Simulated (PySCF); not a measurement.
Al₂O₃, SMILES [O]([Al][O])[Al][O] (connectivity only; charge and spin as stated), neutral, multiplicity 1.

Coordinates come from a ωB97X-D3(BJ)/def2-SVP optimisation. One conformer was computed; it need not be the lowest.

Two levels are set side by side: PBE/def2-TZVP (PySCF) and ωB97X/def2-TZVP (PySCF). Same geometry, gas phase. Differences are taken from unrounded values.

```tsv
quantity	ωB97X
orbital gap (eV)	8.92
highest occupied level (eV)	-10.48
lowest empty level (eV)	-1.57
mean polarisability (bohr³)	56.8
```

Problem. What does PBE give, and how far is it from ωB97X? (The exact figures need the calculation; the answer reports its results.)

Solution. 
```
quantity                       PBE  PBE minus ωB97X
---------------------------  -----  ---------------
orbital gap (eV)              2.43            -6.49
highest occupied level (eV)  -6.68             3.80
lowest empty level (eV)      -4.25            -2.68
mean polarisability (bohr³)   65.2              8.5
```

PBE's occupied levels lie high since its potential decays too fast outside the molecule; exact exchange lowers them and widens the gap. PBE's more diffuse valence density responds more strongly to a field. Differences between two approximate levels are no errors against the true value.

Rough cost on one machine, each run with all the roots and properties that it gave: ωB97X against PBE within a factor of 2.
